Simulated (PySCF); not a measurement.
## Electron affinity of As by level of theory

As⁻ [Ar] 3d10 4s2 4p4 (3P) → As [Ar] 3d10 4s2 4p3 (4S), as a difference of total energies. All numbers are calculated (PySCF 2.14, the non-relativistic Hamiltonian (point nucleus), in def2-QZVPPD (12s7p5d4f1g, 95 functions)). Correlated levels: valence: [Ar] 3d10 frozen; valence and next inner shell: [Ne] frozen. The calculations carry no spin-orbit coupling.

| method | electron affinity (eV) |
| --- | --- |
| UHF | -0.368 |
| LDA | 0.921 |
| PBE | 0.699 |
| PBE0 | 0.652 |
| r2SCAN | 0.705 |
| wB97X-V | 0.768 |
| PBEsol | 0.689 |
| BP86 | 0.913 |
| LC-wPBE | 0.677 |
| MP2 (valence) | 0.388 |
| SCS-MP2 (valence) | 0.461 |
| MP2 (valence and next inner shell) | 0.390 |
| SCS-MP2 (valence and next inner shell) | 0.456 |

A first-order spin-orbit estimate (lowest level to lowest level, LS coupling) adds 0.062 eV.

These non-relativistic numbers lack the scalar-relativistic shift.

Errors of the correlated levels include the incompleteness of this basis and the frozen core.

A negative affinity means that the anion lies above the atom at that level of theory.

In the anion the highest occupied orbital energy is positive at LDA, PBE, PBE0, r2SCAN, PBEsol, BP86, a self-interaction effect; the basis confines that electron, and the energy difference can still be sensible.

For comparison: 0.804 eV (measured; photodetachment measurements, as compiled on the Wikipedia data page of electron affinities).
